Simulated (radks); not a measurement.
Q: The mean radii <r> (bohr) of the occupied orbitals of an atom or ion are listed with their occupations. Calculated with a radial shooting solver on a logarithmic mesh with Libxc functionals: Dirac Kohn-Sham, Wu-Cohen GGA, spin-unpolarised, spherical densities, point nucleus.

| orbital | occ. | <r> |
|---|---|---|
| 1s1/2 | 2 | 0.02151 |
| 2s1/2 | 2 | 0.09096 |
| 2p1/2 | 2 | 0.07589 |
| 2p3/2 | 4 | 0.08284 |
| 3s1/2 | 2 | 0.2390 |
| 3p1/2 | 2 | 0.2286 |
| 3p3/2 | 4 | 0.2418 |
| 3d3/2 | 4 | 0.2141 |
| 3d5/2 | 6 | 0.2182 |
| 4s1/2 | 2 | 0.5417 |
| 4p1/2 | 2 | 0.5530 |
| 4p3/2 | 4 | 0.5833 |
| 4d3/2 | 4 | 0.6182 |
| 4d5/2 | 6 | 0.6290 |
| 5s1/2 | 1 | 1.312 |
| 5p1/2 | 2 | 1.468 |
| 5p3/2 | 4 | 1.564 |
| 4f5/2 | 6 | 0.8633 |
| 4f7/2 | 3 | 0.8782 |
| 6s1/2 | 2 | 3.711 |
| 6p1/2 | 1 | 4.772 |

Name the element and its charge. Open shells, if any, fill j = l - 1/2 first.

A: Z = 65, terbium, charge 0: Tb in [Kr] 4d10 4f9 5s1 5p6 6s2 6p1. The 1s radius gives Z: for a bare nucleus <r> = (2 gamma + 1)/(2Z) with gamma = sqrt(1 - (Z/c)^2), 0.02124 bohr for Z = 65, and screening makes it slightly larger (0.02151 here). The occupations add up to 65, and the charge is Z minus that.
